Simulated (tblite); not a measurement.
C4H6OSi.
InChI=1S/C4H6OSi/c5-4-2-1-3-6-4/h1,3H,2,6H2

Method: GFN2-xTB as coded in tblite; computed harmonic values from a numerical Hessian at the method's own geometry, unscaled. Errors from tens to a few hundred cm⁻¹ against measured bands are possible. Modes of hydrogen on silicon can be 10 to 20 % off.

Harmonic wavenumbers (cm⁻¹): 54.4, 279.1, 328.4, 374.0, 419.1, 493.9, 530.4, 601.9, 619.0, 666.9, 687.3, 766.4, 804.0, 857.0, 925.4, 998.0, 1034.3, 1087.6, 1131.9, 1272.6, 1308.0, 1408.8, 1642.1, 1756.3, 2268.5, 2276.1, 2930.2, 2956.9, 3038.6, 3087.0.

A = 4289, B = 3160, C = 1881 MHz; mass 98.019 u (most abundant isotopes); point group Cs, symmetry number 1.

Zero-point energy?

Half the sum of the wavenumbers: 18302 cm⁻¹ = 52.33 kcal/mol.

Entropy at 200 K, 1 bar (ideal gas, RRHO, classical rotation)?

Translation 37.70, rotation 25.75, vibration 7.51: S = 71.0 cal/(mol K).

And Cp and H(200 K) − H(0)?

Cp = 18.86 cal/(mol K), of which vibrations give 10.91 (their classical limit is 30 R = 59.6); H(200 K) − H(0) = 2.46 kcal/mol without the zero-point energy, 0.87 from vibrations.

Blend soft modes into free rotors: weight 1/[1 + (100 cm⁻¹/ν̃)⁴] for the oscillator and the rest for a rotor with moment μB/(μ + B), μ = h/(8π²ν), B = 10⁻⁴⁴ kg m². What vibrational entropy results?

6.79 cal/(mol K) in place of 7.51, which changes −T·S at 200 K by +0.14 kcal/mol.

How do the functions run with temperature in this model?

```
 T (K)  S (cal/(mol K))  Cp (cal/(mol K))  H − H(0) (kcal/mol)  G − H(0) (kcal/mol)  ln q(vib)
   150             66.1              14.9                 1.61                -8.31       1.09
   250             75.6              22.9                 3.50               -15.40       2.17
298.15             79.9              26.6                 4.69               -19.14       2.79
   400             88.7              33.3                 7.75               -27.74       4.20
   600            104.1              42.7                15.42               -47.06       7.15
   900            123.2              51.2                29.62               -81.27      11.50
```

q(vib) and H(0) count from the zero-point level.

Hindered rotation and anharmonicity are outside this model.
